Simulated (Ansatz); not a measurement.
`[CH3][Zr]([CH3])([CH3])[OH]`, one more setting.

```yaml
crystal:
  periodic: [false, false, false]
  atoms:
    - {symbol: C, position_ang: [-1.843645, 0.559950, 0.878470]}
    - {symbol: Zr, position_ang: [0.050378, 0.302669, -0.261588]}
    - {symbol: C, position_ang: [1.735702, 0.229465, 1.190170]}
    - {symbol: C, position_ang: [-0.035114, -1.645084, -1.334746]}
    - {symbol: O, position_ang: [0.291242, 1.739313, -1.495963]}
    - {symbol: H, position_ang: [-1.748228, 0.080393, 1.862557]}
    - {symbol: H, position_ang: [-2.122712, 1.605310, 1.046871]}
    - {symbol: H, position_ang: [-2.680381, 0.073869, 0.360188]}
    - {symbol: H, position_ang: [1.523933, 0.857078, 2.065535]}
    - {symbol: H, position_ang: [1.865491, -0.799931, 1.552054]}
    - {symbol: H, position_ang: [2.694661, 0.556107, 0.774573]}
    - {symbol: H, position_ang: [-0.659269, -2.350532, -0.768916]}
    - {symbol: H, position_ang: [0.965957, -2.088738, -1.413943]}
    - {symbol: H, position_ang: [-0.447262, -1.578539, -2.346937]}
    - {symbol: H, position_ang: [0.409237, 2.458692, -2.108304]}
basis:
  gaussian: {orbitals: def2-mTZVPP, point_charges: [{charge: 1.00, position_ang: [5.636, -0.671, -0.825]}]}
magnetization: {spin_polarized: true, initial_magnetization: 2}
hamiltonian: {xc: {name: B97}}
```

```sh
$ ansatz run in.yaml --threads 2 --pin off --events-out ev --progress --plain --max-ram 32768MiB --backend cpu
```

Shortened log:

```
Functional definition: B97
1638 factors; their error is unknown
mean field evaluation 1: about -6580.1736 eV, gradient 6.7e1 eV
mean field evaluation 2: about -6541.1173 eV, gradient 1.1e2 eV
mean field evaluation 4: about -6597.3561 eV, gradient 1.7e1 eV
mean field evaluation 8: about -6599.0694 eV, gradient 1.2e0 eV
mean field evaluation 16: about -6599.1115 eV, gradient 3.3e-1 eV
mean field evaluation 32: about -6599.1669 eV, gradient 3.1e-5 eV
mean field -6599.16689774 eV, -242.5149104161 hartree, gradient 3.6e-6 eV, S^2 2.006186; 9 other end points of the search recorded, 0 dependent functions left out
reference -6599.16696805 eV, -242.5149129999 hartree; 25, 23 occupied and 139, 141 virtual orbitals, 1638 factors
Total energy: -6599.16696805 eV, -242.5149129999 hartree
```

Run time 84 s (2 threads of an AMD EPYC 7R13 on a shared host); peak host memory 1 GiB.
